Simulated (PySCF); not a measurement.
Saddle point of SiH$_{2}$Cl$_{2}$O, closed shell (SiHClO ([OH][Si][Cl]) + HCl → SiH₂Cl₂O ([OH2][Si]([Cl])[Cl]); bonds formed: Si1–Cl4, O2–H3; bonds broken: H3–Cl4; bonds weakened to dative contacts: Si1–O2), PBE0-D4/def2-TZVP structure:

```
6
angstrom
Si 1.1278 0.3719 0.0449
O -0.0660 -0.9115 -0.3224
H -0.9579 0.0903 -0.3746
Cl -1.1495 1.5313 -0.2708
Cl 0.9832 0.2255 2.1152
H 0.0624 -1.3075 -1.1923
```

Energies are electronic, without zero-point energy. Barriers and step energies count from the start structure reached by relaxing down the imaginary mode; all methods use the PBE0-D4 structures, on which another method's saddle can fall below an end. PySCF 2.14 with density fitting (its default auxiliary sets; JK sets also for MP2 and CCSD(T)); basis: def2-TZVPP, with def2-QZVPP for the basis limit; cores frozen in the correlated methods. B3LYP uses VWN-RPA correlation. Extrapolation: Hartree–Fock as exp(−7.88 √X), correlation as X^−2.97.

```tsv
method	barrier (eV)	step energy (eV)
SPW92	0.047	-0.499
PBE-D4	0.296	-0.384
r2SCAN-D4	?	-0.335
PBE0-D4	?	-0.385
B3LYP-D4	0.545	-0.246
BHLYP-D4	0.677	-0.248
wB97M-V	?	-0.325
HF	1.104	-0.058
MP2	0.561	-0.232
CCSD	0.753	-0.134
CCSD(T)	0.661	-0.163
```

**Question.** Fill in the withheld barriers. (Judge from chemistry; the value comes from the calculation.)

**Answer.** Computed: PBE0-D4 0.409; wB97M-V 0.536; r2SCAN-D4 0.389 eV. Each is the energy of the saddle less that of the start structure, by the same method.

For comparison, the barrier by CCSD(T) at an estimated basis limit (MP2 extrapolated from triple and quadruple zeta, plus CCSD(T) − MP2 in triple zeta) is 0.598 eV.

T1 diagnostic: at most 0.013.

Labels in which every atom is bracketed show which atoms are joined, not bond orders.

For scale, one of the runs: CCSD(T)/def2-TZVPP, 185 basis functions, launched by `OMP_NUM_THREADS=4 python run.py`. Time: 4.1 min of wall clock on 4 CPU threads of a Oxide Virtual Turin-like; the host was shared. Peak host memory: 2 GiB.
